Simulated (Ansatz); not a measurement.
`O[SiH2]O[SiH](F)F`. Charge 0, multiplicity 1. Geometry: relaxed with PBE0-D4/def2-TZVP. It is one conformer, not always the lowest.

```xyz
10

O     2.127   -0.992    0.213
Si    1.137   -0.127   -0.757
O    -0.167    0.427    0.070
Si   -1.676    0.324    0.595
F    -2.517    1.522    0.000
F    -2.346   -1.012    0.075
H     2.674   -0.526    0.847
H     1.825    1.073   -1.287
H     0.690   -1.056   -1.813
H    -1.748    0.368    2.057
```

Problem. What is the dipole moment at r2SCAN/def2-TZVPP? (Estimate.)

Solution. The calculation gave: 2.43 D, with components (2.00, 0.72, 1.18) D in this frame, pointing from negative to positive charge.

Problem. And with PBE, B3LYP, ωB97M-V? (Estimate.)

Solution. Ansatz gave: PBE 2.39 D, B3LYP 2.46 D, ωB97M-V 2.44 D.

Problem. Give the Mulliken charges with r2SCAN, ωB97M-V, B3LYP in def2-TZVPP. (Estimate.)

Solution. Computed: 
```csv
atom,r2SCAN,ωB97M-V,B3LYP
O1,-0.41,-0.37,-0.39
Si2,0.59,0.48,0.57
O3,-0.37,-0.35,-0.34
Si4,0.84,0.77,0.83
F5,-0.30,-0.30,-0.31
F6,-0.31,-0.30,-0.31
H7,0.20,0.18,0.19
H8,-0.09,-0.05,-0.09
H9,-0.07,-0.03,-0.07
H10,-0.09,-0.05,-0.08
```

B3LYP here is the variant with VWN-RPA as its local correlation; programs differ in this.
